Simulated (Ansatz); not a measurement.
## Pulling the pair apart

The pair of H$_{2}$ (SMILES [H][H], atoms 1–2) and Br$_{2}$ (SMILES BrBr, atoms 3–4), both closed shells, in one local arrangement (a lower one may exist), relaxed at PBE0-D4/def2-TZVP:

```tsv
atom	x (Å)	y (Å)	z (Å)
H1	-0.0132	-0.0251	-1.4186
H2	-0.2787	-0.0985	-2.1124
Br3	-0.9469	-0.2164	1.9357
Br4	1.2388	0.3399	1.5955
```

Br$_{2}$ is shifted rigidly along the line between the mean atom positions of the two fragments (negative: closer). Counterpoise interaction energies in kJ/mol. Ansatz 0.2.0; basis: def2-TZVPPD; cores frozen in the correlated methods. Filled d shells of the heavier atoms are correlated. The def2 sets are not built for correlating such inner shells, so the correlated values are less sure here. B3LYP uses VWN-RPA correlation.

```
shift (Å)   MP2  B3LYP-D4  PBE0-D4
    -0.33   0.0       0.1     -1.0
    -0.16  -0.9      -0.7     -1.7
     0.00  -1.2      -1.0     -1.9
     0.16  -1.3      -1.1     -1.9
     0.39  -1.2      -0.9     -1.7
     0.82  -0.8      -0.5     -1.1
     1.64  -0.4      -0.2     -0.4
     3.28  -0.1       0.0     -0.1
```

What does CCSD(T) give at these shifts? (To be estimated.)

By the calculation: 0.4, -0.6, -1.0, -1.2, -1.1, -0.8, -0.3, -0.1 kJ/mol. For zero shift, CCSD(T) at an estimated basis limit (MP2 extrapolated from triple and quadruple zeta, plus CCSD(T) − MP2 in triple zeta) gives -1.6 kJ/mol. These are counterpoise interaction energies, counted from the two frozen fragments.

The T1 diagnostic stays at or below 0.007.

For scale, one of the runs: CCSD(T)/def2-TZVPPD, 148 basis functions, launched by `ansatz run in.yaml --threads 2 --pin off --events-out ev --progress --plain --max-ram 5222MiB`. Time: 29 s of wall clock on 2 CPU threads of an Intel Xeon Platinum 8488C; the host was shared. Peak host memory: 0.97 GiB.
